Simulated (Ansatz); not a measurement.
```yaml
crystal:
  periodic: [false, false, false]
  atoms:
    - {symbol: B, position_ang: [-0.329533, 0.613686, 1.253337]}
    - {symbol: B, position_ang: [-0.669088, -0.455448, -0.100329]}
    - {symbol: B, position_ang: [0.669052, 0.455540, 0.100279]}
    - {symbol: B, position_ang: [0.329559, -0.613775, -1.253294]}
    - {symbol: F, position_ang: [1.027578, -0.898957, -2.330583]}
    - {symbol: F, position_ang: [-1.027568, 0.898954, 2.330591]}
basis:
  gaussian: {orbitals: cc-pVTZ-rifit, final_grid: {core_spheres: 8, valence_spheres: 7, degree: 23}, point_charges: [{charge: 0.50, position_ang: [4.591, 0.923, -0.815]}]}
hamiltonian: {xc: {name: B97}}
scf: {omitted_lower_state_checks: [starts]}
output: {forces: true}
```

```sh
$ ansatz run in.yaml --threads 4 --pin off --events-out ev --progress --plain --max-ram 3916MiB
```

(1) Does this run fit into the memory that it is given?

## Answers

(1) No. It has 486 basis functions, and the program plans for 4 GiB where 4 GiB are given.
